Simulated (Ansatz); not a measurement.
Reactions of CH₄BInO (`[InH2][CH]1BO1`).

Program: Ansatz. Geometries: PBE0-D4/def2-TZVP. ΔE: electronic, gas phase. CCSD(T)/CBS is the MP2 limit (def2-TZVPP, def2-QZVPP) plus CCSD(T) − MP2 in def2-TZVPP, frozen cores. This one scheme is used for every species, atoms too. For atomizations the MP2-based limit and the directly extrapolated one differ by several kJ/mol either way, and by 10 to 25 for some Ge, Se and Sn compounds, so smaller differences from it don't rank the levels. DFT in def2-TZVPP. No spin–orbit coupling; open shells (•) take unrestricted orbitals. Spin–orbit coupling would lower the free atoms: a little for B, C, O; strongly for In. Elements past krypton have def2 core potentials. Bonds to Br, In, Se are less sure, by a few kJ/mol each and by 10 to 20 or more in all where they break to atoms, as the def2 sets lack core-valence functions. Scalar relativity is left out up to krypton. Each species was taken in one conformer, which may not be the lowest.

```csv
reaction,CCSD(T)/def2-SVP (kJ/mol),MP2/CBS(def2) (kJ/mol),B97M-V (kJ/mol),PBE-D4 (kJ/mol)
`[InH2][CH]1BO1` + `C[SeH]` → `C[Se][InH2]` + `B1CO1`,-135,-140,-133,-133
`[InH2][CH]1BO1` + HBr → `[Br][InH2]` + `B1CO1`,-169,-169,-171,-161
`[InH2][CH]1BO1` + HBr → `BrC1BO1` + `[InH3]`,38,42,24,29
`[InH2][CH]1BO1` + `CCNC` → `CC[N](C)[InH2]` + `B1CO1`,-46,-48,-40,-37
`[InH2][CH]1BO1` + H₂O → `[OH][InH2]` + `B1CO1`,-64,-57,-67,-58
`[InH2][CH]1BO1` + `O[SiH3]` → `[SiH3][O][InH2]` + `B1CO1`,-93,-82,-88,-74
`[InH2][CH]1BO1` → B• + C• + 4 H• + In• + O•,2468,2657,2640,2677
`[InH2][CH]1BO1` + H₂S → `[SH][InH2]` + `B1CO1`,-122,-122,-126,-120
`[InH2][CH]1BO1` + H₂S → `SC1BO1` + `[InH3]`,19,29,10,14
```

Give the CCSD(T)/CBS values in the same order. (Estimate.)

Computed: -136, -167, 40, -44, -57, -83, 2607, -120, 28 kJ/mol.

Largest T1 diagnostic: 0.017, for `[OH][InH2]`.
